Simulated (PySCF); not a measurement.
C3H5, SMILES C=[C]C (connectivity only; charge and spin as stated), charge +1, multiplicity 1.

Geometry: PBE0-D3(BJ)/def2-TZVP. The multiplicity is an assumed one; other spin states were not compared. The isomer is the one that the SMILES or the coordinates give; other isomers of the formula were not compared.

Computed with PySCF 2.14.0 with TDDFT-ωB97X/def2-SVPD.

Vertical excitations.  State labels are in the subgroup Cs.

```csv
state,symmetry,energy (eV),λ (nm),f,main pairs
S1,A",3.45,359,0.000,HOMO→LUMO 98 %
S2,A',7.66,162,0.003,"HOMO−1→LUMO 46 %, HOMO→LUMO+1 45 %, HOMO−4→LUMO 8 %"
S3,A",8.27,150,0.004,HOMO−2→LUMO 98 %
S4,A',8.60,144,0.000,HOMO−3→LUMO 95 %
S5,A',8.79,141,0.650,"HOMO−1→LUMO 48 %, HOMO→LUMO+1 25 %, HOMO−4→LUMO 22 %"
S6,A",9.81,126,0.024,HOMO→LUMO+2 95 %
S7,A",10.42,119,0.002,HOMO−1→LUMO+1 87 %
S8,A',10.54,118,0.673,"HOMO−4→LUMO 58 %, HOMO→LUMO+1 28 %"
S9,A',11.48,108,0.062,HOMO−5→LUMO 93 %
S10,A",11.54,107,0.005,HOMO−3→LUMO+1 74 %
T1,A",2.94,422,0,HOMO→LUMO 97 %
T2,A',5.36,231,0,HOMO→LUMO+1 94 %
T3,A',6.73,184,0,HOMO−1→LUMO 97 %
T4,A',7.73,160,0,HOMO−3→LUMO 89 %
```
Triplets are in the Tamm–Dancoff approximation, which puts them higher than full response would, so one can lie above its singlet here.
